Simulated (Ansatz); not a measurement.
C₄H₆F₄, SMILES `FCC(F)CC(F)F`. The species carries charge 0 and has multiplicity 1. The geometry is a stationary point of PBE0-D4/def2-TZVP. It is one conformer, not always the lowest.

```xyz
14

F    -1.377   -0.043   -2.684
C    -0.294   -0.315   -1.883
C    -0.599    0.039   -0.453
F    -1.570   -0.829    0.027
C     0.626   -0.072    0.428
C     0.338    0.306    1.857
F     1.458    0.142    2.605
F    -0.006    1.620    1.928
H     0.557    0.274   -2.239
H    -0.063   -1.382   -1.967
H    -1.023    1.047   -0.409
H     1.417    0.589    0.063
H     1.003   -1.099    0.414
H    -0.467   -0.276    2.313
```

(1) What is the dipole moment at r2SCAN/def2-TZVPP? (An estimate is asked.)

(2) And with PBE, B3LYP, ωB97M-V? (Best estimate.)

(3) Give the Mulliken charges with r2SCAN, B3LYP, ωB97M-V in def2-TZVPP. (Estimate.)

Results:

(1) Ansatz gave: 1.97 D, with components (1.70, -0.65, -0.78) D in this frame, pointing from negative to positive charge.

(2) Computed: PBE 1.89 D, B3LYP 2.02 D, ωB97M-V 2.01 D.

(3) Computed: 
```csv
atom,r2SCAN,B3LYP,ωB97M-V
F1,-0.23,-0.23,-0.22
C2,0.14,0.08,0.04
C3,0.23,0.18,0.12
F4,-0.24,-0.25,-0.23
C5,-0.09,-0.15,-0.21
C6,0.34,0.30,0.27
F7,-0.21,-0.21,-0.19
F8,-0.21,-0.21,-0.20
H9,0.03,0.07,0.09
H10,0.04,0.08,0.10
H11,0.04,0.08,0.10
H12,0.05,0.08,0.11
H13,0.05,0.09,0.12
H14,0.05,0.09,0.10
```

B3LYP here is the variant with VWN-RPA as its local correlation; programs differ in this.
